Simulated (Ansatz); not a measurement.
Reaction (formal exchange of groups at a C–N bond): `C=C[N]([GeH3])[SiH2]Cl` + `CCCCCCCC` → `C=CCCCCCCCC` + `Cl[SiH2][NH][GeH3]`

Isolated molecules relaxed with PBE0-D4/def2-TZVP in Ansatz; ΔE leaves out vibrations. CBS: MP2 limit from def2 TZ/QZ plus the TZ coupled-cluster correction, frozen cores. DFT in def2-TZVPP. For Ge outer-core shells are correlated without core-valence functions, which leaves a few kJ/mol of doubt a bond. Scalar relativity is left out up to krypton. Each species was taken in one conformer, which may not be the lowest.

```tsv
level	ΔE (kJ/mol)
r2SCAN-D4	8.9
PBE0-D4	7.0
HF/def2-TZVPP	4.8
SCS-MP2/def2-QZVPP	3.2
```

(1) What does CCSD(T)/CBS give? (Estimate.)

Largest T1 diagnostic among the species: 0.012.

## Answers

(1) Computed: +2.6 kJ/mol. The listed levels differ from it by 6.3, 4.4, 2.2, 0.6 kJ/mol.

The D4 term adds −3.7 kJ/mol with B3LYP and −3.5 kJ/mol with PBE0; it sums over pairs of atoms, weighted by their polarisabilities, and B3LYP, whose exchange is more repulsive, gets the larger term. From PBE to PBE0 (25 % exact exchange), in def2-TZVPP and without D4, ΔE moves by −3.2 kJ/mol.

B3LYP here is the variant with VWN-RPA as its local correlation; programs differ in this.
